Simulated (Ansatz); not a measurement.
Computed with Ansatz on PBE0-D4/def2-TZVP structures; ΔE is electronic, products minus reactants. CBS: MP2 limit from def2 TZ/QZ plus the TZ coupled-cluster correction, frozen cores. DFT in def2-TZVPP. B3LYP here is the variant with VWN-RPA as its local correlation; programs differ in this. For Ge outer-core shells are correlated without core-valence functions, which leaves a few kJ/mol of doubt a bond. Scalar relativity is left out up to krypton. Each species was taken in one conformer, which may not be the lowest.

Reaction (ligand exchange at a Ge–S bond): `[GeH3][S][GeH3]` + `NC#CO` → `NC#C[O][GeH3]` + `[SH][GeH3]`

Problem. Is it downhill or uphill in electronic energy at CCSD(T)/CBS, and by how much? (Best estimate.)

Solution. Ansatz gave: Uphill: ΔE = +0.21 eV.

Problem. What do these levels give: PBE-D4, r2SCAN-D4, ωB97M-V, B2PLYP, r2SCAN, PBE0, B3LYP, HF/def2-TZVPP, MP2/def2-TZVPP, CCSD(T)/def2-TZVPP, MP2/def2-QZVPP, SCS-MP2/def2-QZVPP? (An estimate is asked.)

Solution. The calculation gave: PBE-D4 0.25, r2SCAN-D4 0.20, ωB97M-V 0.20, B2PLYP 0.13, r2SCAN 0.20, PBE0 0.25, B3LYP 0.13, HF/def2-TZVPP 0.08, MP2/def2-TZVPP 0.18, CCSD(T)/def2-TZVPP 0.16, MP2/def2-QZVPP 0.20, SCS-MP2/def2-QZVPP 0.14 eV.

Largest T1 diagnostic among the species: 0.013.

In def2-TZVPP, CCSD(T) changes the Hartree–Fock value by +0.08 eV (the triples alone add +0.01 eV) and MP2 by +0.10 eV. The D4 term adds +0.04 eV with B3LYP and +0.02 eV with PBE0; it sums over pairs of atoms, weighted by their polarisabilities, and B3LYP, whose exchange is more repulsive, gets the larger term.
